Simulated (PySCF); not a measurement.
## As: script and output

Input:

```python
from pyscf import gto, dft

mol = gto.M(
    atom='As 0 0 0',
    basis='x2c-tzvpall',
    charge=0,
    spin=3,
    symmetry=True,
    verbose=3,
)
mf = dft.ROKS(mol, xc='o3lyp')
mf = mf.sfx2c1e()
mf.kernel()
mf.dip_moment()
print('orbital energies (hartree):', mf.mo_energy[..., max(0, mol.nelec[1]-3):mol.nelec[0]+3].round(4))
```

```bash
$ OMP_NUM_THREADS=1 python input.py
```

It prints:

```
converged SCF energy = -2261.16621243037
Dipole moment(X, Y, Z, Debye): -0.00000,  0.00000,  0.00000
orbital energies (hartree): [-1.5713 -1.5713 -0.5339 -0.1691 -0.1691 -0.1691  0.2341  0.2341  0.2341]
```

In short: E(SCF) = -2261.166212 Eh.

It ran on Arm Neoverse V1 (1 thread, shared host) in 2.1 s, peak memory 0.16 GiB.

No search for the lowest solution was made.
